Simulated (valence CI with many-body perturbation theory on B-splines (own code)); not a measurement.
# Energy levels of Zr¹⁸⁺

Calculated by relativistic CI+MBPT: four valence electrons over a frozen Dirac-Fock core [Ar], a basis of 7 s, 7 p, 8 d, 6 f, 4 g, 1 h functions for each j, with the one-electron correlation potential Σ1 (screened to all orders), the two-electron term Σ2, the three-electron term Σ3, Breit, model QED; selected single and double excitations, second order for the rest, scaled by the run's own slope (own B-spline code, finite nucleus).

No measured levels were compared; by estimate terms of the open shell hold to 2 to 4 % of their energy, and close levels can change places. Only levels of the ground parity were solved; by the run's estimate the other parity begins above the list, which can be wrong where configurations are misplaced.

Levels 1 to 32 of 32, with energies above the lowest level, 3d⁴ ⁵D_0. "Leading %" is the weight of the configuration and term that name the level; weights of strongly mixed levels are sums over their largest components and can fall short, so below about 35 % the name and the second component can differ from the true leading terms, or belong to a minority configuration. In the jj column 3d3/2^4 stands for four electrons in 3d with j = 3/2.

| No. | Configuration | Term | J | E (cm⁻¹) | Leading % | Second component | Leading jj |
| --- | --- | --- | --- | --- | --- | --- | --- |
| 1 | 3d⁴ | ⁵D | 0 | 0.0 | 84 | 15 % 3d⁴ ³P | 3d3/2^4 (55 %) |
| 2 | 3d⁴ | ⁵D | 1 | 6437 | 93 | 7 % 3d⁴ ³P | 3d3/2^3 3d5/2 (74 %) |
| 3 | 3d⁴ | ⁵D | 2 | 14010 | 96 |  | 3d3/2^2 3d5/2^2 (65 %) |
| 4 | 3d⁴ | ⁵D | 3 | 21431 | 96 |  | 3d3/2^2 3d5/2^2 (52 %) |
| 5 | 3d⁴ | ⁵D | 4 | 28278 | 91 | 8 % 3d⁴ ³F | 3d3/2^2 3d5/2^2 (42 %) |
| 6 | 3d⁴ | ³P | 0 | 61509 | 73 | 15 % 3d⁴ ⁵D | 3d3/2^2 3d5/2^2 (48 %) |
| 7 | 3d⁴ | ³H | 4 | 69408 | 62 | 15 % 3d⁴ ³G | 3d3/2^3 3d5/2 (68 %) |
| 8 | 3d⁴ | ³P | 1 | 81058 | 89 | 6 % 3d⁴ ⁵D | 3d3/2^2 3d5/2^2 (50 %) |
| 9 | 3d⁴ | ³H | 5 | 81437 | 82 | 18 % 3d⁴ ³G | 3d3/2^2 3d5/2^2 (96 %) |
| 10 | 3d⁴ | ³G | 3 | 82326 | 55 | 41 % 3d⁴ ³F | 3d3/2^2 3d5/2^2 (53 %) |
| 11 | 3d⁴ | ³F | 2 | 85330 | 87 | 8 % 3d⁴ ¹D | 3d3/2^2 3d5/2^2 (54 %) |
| 12 | 3d⁴ | ³H | 6 | 87465 | 87 | 13 % 3d⁴ ¹I | 3d3/2^2 3d5/2^2 (76 %) |
| 13 | 3d⁴ | ³F | 4 | 93450 | 44 | 29 % 3d⁴ ³H | 3d3/2 3d5/2^3 (46 %) |
| 14 | 3d⁴ | ³P | 2 | 100660 | 72 | 26 % 3d⁴ ³D | 3d3/2^2 3d5/2^2 (60 %) |
| 15 | 3d⁴ | ³G | 4 | 101700 | 52 | 28 % 3d⁴ ¹G | 3d3/2^2 3d5/2^2 (81 %) |
| 16 | 3d⁴ | ³F | 3 | 105100 | 58 | 39 % 3d⁴ ³G | 3d3/2 3d5/2^3 (67 %) |
| 17 | 3d⁴ | ³G | 5 | 112810 | 82 | 18 % 3d⁴ ³H | 3d3/2 3d5/2^3 (96 %) |
| 18 | 3d⁴ | ³D | 3 | 115700 | 88 | 5 % 3d⁴ ¹F | 3d3/2^2 3d5/2^2 (42 %) |
| 19 | 3d⁴ | ³D | 2 | 120720 | 52 | 22 % 3d⁴ ³P | 3d3/2 3d5/2^3 (44 %) |
| 20 | 3d⁴ | ¹I | 6 | 124010 | 87 | 13 % 3d⁴ ³H | 3d3/2 3d5/2^3 (76 %) |
| 21 | 3d⁴ | ³D | 1 | 125510 | 94 | 5 % 3d⁴ ³P | 3d3/2 3d5/2^3 (66 %) |
| 22 | 3d⁴ | ¹G | 4 | 137340 | 60 | 22 % 3d⁴ ³F | 3d5/2^4 (56 %) |
| 23 | 3d⁴ | ¹S | 0 | 140170 | 84 | 15 % 3d⁴ ³P | 3d3/2 3d5/2^3 (72 %) |
| 24 | 3d⁴ | ¹D | 2 | 152230 | 62 | 14 % 3d⁴ ³D | 3d3/2^2 3d5/2^2 (52 %) |
| 25 | 3d⁴ | ¹F | 3 | 162260 | 79 | 9 % 3d⁴ ³F | 3d3/2 3d5/2^3 (65 %) |
| 26 | 3d⁴ | ³P | 2 | 182250 | 89 | 6 % 3d⁴ ¹D | 3d3/2^2 3d5/2^2 (56 %) |
| 27 | 3d⁴ | ³F | 4 | 187830 | 89 | 10 % 3d⁴ ¹G | 3d3/2^2 3d5/2^2 (74 %) |
| 28 | 3d⁴ | ³F | 2 | 192900 | 87 | 8 % 3d⁴ ¹D | 3d3/2^2 3d5/2^2 (43 %) |
| 29 | 3d⁴ | ³F | 3 | 195890 | 86 | 13 % 3d⁴ ¹F | 3d3/2 3d5/2^3 (92 %) |
| 30 | 3d⁴ | ³P | 1 | 199810 | 99 |  | 3d3/2 3d5/2^3 (89 %) |
| 31 | 3d⁴ | ³P | 0 | 208330 | 95 | 5 % 3d⁴ ¹S | 3d5/2^4 (56 %) |
| 32 | 3d⁴ | ¹G | 4 | 215080 | 90 | 9 % 3d⁴ ³F | 3d3/2 3d5/2^3 (76 %) |

Names give the largest LS component (configuration and term), which can be under half, so a name can repeat, a term be missing and a line seem to break the LS rules; names also repeat where a configuration has a term twice.

The ionisation energy to 3d³ ⁴F3/2 of the next ion comes out as 744.98 eV (NIST: 745 ± 3 eV (theoretical)). All 32 levels together are meant to be complete up to 216660 cm⁻¹.
